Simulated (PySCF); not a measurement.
# Bond lengths and vibrations by method: BClH2N cation

Calculated results; nothing here was measured. The program is PySCF 2.14.0, an open-source quantum chemistry code, run on an isolated molecule that a program drew, which may never have been made. The molecule is BClH2N cation (charge +1, singlet), drawn as the SMILES string `N[B+]Cl`.

The geometry was optimised and harmonic frequencies were computed with HF and MP2, all in the cc-pV(D+d)Z basis, for the commonest isotopes, with a restricted reference for singlets and an unrestricted one otherwise, and a frozen core in MP2. Each result is a local minimum of its method.

Geometry at the HF minimum:
```xyz
5
BClH2N cation, angstrom
N    -0.4365    0.0250   -0.8707
B    -1.0067    0.1785   -2.0526
Cl   -1.7102    0.3679   -3.5104
H    -0.9662   -0.0365   -0.0137
H     0.5638   -0.0402   -0.7524
```

Lengths of the bonds as drawn, in Å (atoms numbered as above):
```
  bond     HF    MP2
 N1-B2  1.321  1.338
B2-Cl3  1.630  1.633
 N1-H4  1.009  1.024
 N1-H5  1.009  1.024
```

Rotational constants, in GHz:
| constant | HF | MP2 |
|---|---|---|
| A | 347.4 | 336.6 |
| B | 4.818 | 4.758 |
| C | 4.752 | 4.691 |

Harmonic frequencies in cm^-1, each column in rising order, so a row needn't be the same motion in every method:
```
rank    HF   MP2
   1   333   315
   2   402   375
   3   615   542
   4   755   743
   5   937   866
   6  1617  1502
   7  1815  1757
   8  3697     ?
   9  3795  3636
```

**Estimate the missing MP2 frequency from the HF column.**

A single factor s that minimises the squared misfit of MP2 against s times HF over the other rows is sum(HF x MP2) / sum(HF^2) = 0.9540, with an rms misfit of 27 cm^-1. For rank 8 it gives 0.9540 x 3697 = 3527 cm^-1. The calculation gives 3529 cm^-1, 2 cm^-1 above the estimate. The drawn bonds are on average 1.1 % longer in MP2 than in HF.
